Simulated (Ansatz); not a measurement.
Basis-set extrapolation for `O[Si@H](F)C[Si@H](O)F` (PBE0-D4/def2-TZVP geometry, frozen core, Ansatz). Multiplicity 1, RHF reference.

```csv
,def2-TZVPP,def2-QZVPP
HF,-968.315308,-968.352981
MP2 correlation,-1.389461,-1.508729
CCSD(T) correlation,-1.469120,not run
```

Energies in hartree. Use E(X) = E(∞) + A·exp(−7.88·√X) for Hartree–Fock and E(X) = E(∞) + B·X^(−2.97) for correlation, with X = 3 and 4, and add CCSD(T) minus MP2 of the smaller set to the MP2 limit.

What is the CCSD(T) energy at the basis-set limit?

HF limit: -968.352981 + (-0.037673) × 0.13774 = -968.35817. MP2 limit: -1.508729 + (-0.119268) × 0.74074 = -1.59708. Higher-order term: -1.469120 − (-1.389461) = -0.07966. Total: -970.03491 hartree, 657.6 kJ/mol below CCSD(T)/def2-TZVPP.
